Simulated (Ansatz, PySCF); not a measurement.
CH3ClOSe, SMILES [Se](OC)Cl.

The structure is a stationary point at PBE0-D3(BJ)/def2-SVP. The values are those of a single conformer.

Vertical ionisation energy (IE) and electron affinity (EA) in eV. Rows of orbital energies are one-electron estimates. Where ΔSCF, EOM or ADC give a negative EA the extra electron is unbound and the value depends on the basis.

| level | IE | EA |
|---|---|---|
| −ε(HOMO), −ε(LUMO), M06-2X/def2-TZVP (PySCF) | 7.98 | 1.10 |
| −ε(HOMO), −ε(LUMO), PBE/def2-TZVP (PySCF) | 5.47 | 2.94 |
| ΔSCF, CAM-B3LYP/def2-SVPD (Ansatz), final states of multiplicity 2 and 2 | 9.24 | 0.44 |
| ΔSCF, PBE/def2-SVPD (Ansatz), final states of multiplicity 2 and 2 | 8.81 | 0.40 |

What vertical singlet–triplet gap does ΔSCF give with CAM-B3LYP/def2-SVPD (Ansatz, an electronic-structure program) and with PBE/def2-SVPD (Ansatz)? (Estimate from the structure and the level; the computed values follow.)

2.34 and 2.19 eV (triplet above singlet where positive).
